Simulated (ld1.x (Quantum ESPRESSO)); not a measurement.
Results of a calculation; reference values are marked as such.
**Pseudopotentials across the periodic table**

Generated with ld1.x 7.5 (TM, RRKJ, ultrasoft, PAW), atompaw 4.2 or ONCVPSP 4.0.1. The cutoff is in Ry: for ld1.x and atompaw files where the sum of valence levels is converged to 10 mRy in a Bessel basis, for ONCV files where the hardest occupied wave has 1 mHa per electron of residual kinetic energy. The error is the largest all-electron minus pseudo excitation energy over each file’s own four to seven test configurations (ionisations up to +4, promotions, holes and added fractions of an electron), all of which were solved. The labels leave out finer settings (local radius, basis sizes, second energies), which also bear on the numbers. Spin-polarised tests are not counted. The rows are a selection from randomly drawn settings: files with unsolved tests, undetermined cutoffs or missed reference levels are left out.

A true bound ghost makes a file unfit for plane-wave use even where its test errors are small: the radial tests pick states by their node count and pass the ghost by.

```tsv
element	potential	cutoff (Ry)	largest error (meV)	bound ghosts
Be	ultrasoft, PBE, scalar-relativistic, rc 1.65/4.60/3.55 (spd), local smoothed, core correction yes, reference 2s2 2p0	8	-242	none
Si	TM, LDA (PZ), non-relativistic, rc 1.35/1.50/1.65 (spd), local d, core correction yes, reference 3s2 3p2	40	+113	none
Zr	TM, PBE, scalar-relativistic, rc 2.80/1.75/2.00 (spd), local s, core correction no, reference 4p6 4d2 5s2 5p0	35	-224	none
I	TM, LDA (PZ), scalar-relativistic, rc 1.85/1.75/1.50/1.45 (spdf), local d, core correction yes, reference 4d10 5s2 5p5	100	-378	s, p
Ba	TM semilocal, LDA (PZ), scalar-relativistic, rc 3.75/3.55/3.60 (spd), local p, core correction yes, reference 5d0 6s1.75 6p0.25	6	-44	none
```

(1) Fill in the row for Ir: TM, BLYP, scalar-relativistic, rc 2.00/2.60/2.10 (spd), local smoothed, core correction yes, reference 5d7 6s2 6p0.

(2) Fill in the row for P: ultrasoft, PBE, scalar-relativistic, rc 1.40/2.10 (sp), local smoothed, core correction no, reference 3s2 3p2.5.

## Answers

(1) cutoff 40 Ry, largest error -84 meV, bound ghosts: s, p.

(2) cutoff 18 Ry, largest error +75 meV, bound ghosts: s.
